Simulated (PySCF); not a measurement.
**YbSi at PBE0**

Level: PBE0. basis Yb x2c-TZVPall, Si x2c-TZVPall; spin-free X2C with a Gaussian nucleus; PySCF 2.14.

| Item | Value |
| --- | --- |
| state | quintet, about 14.0 electrons in the 4f shell (Mulliken), a second solution, started from another occupation |
| bond length | 2.815 Å |
| harmonic wavenumber | 222 cm⁻¹ |
| force constant | 0.697 mdyn/Å |
| rotational constant Be | 0.08824 cm⁻¹ |
| anharmonicity ωexe | 0.658 cm⁻¹ |
| vibration–rotation constant αe | 0.000380 cm⁻¹ |
| energy of the minimum from ground-state Yb (4f14 6s2) + Si | -0.86 eV |
| bond order (Mayer) | 1.01 |
| dipole moment (positive dipole means Yb(−)Si(+)) | -4.43 D |

Spin–orbit coupling is left out, which matters for elements this heavy, above all for dissociation energies.
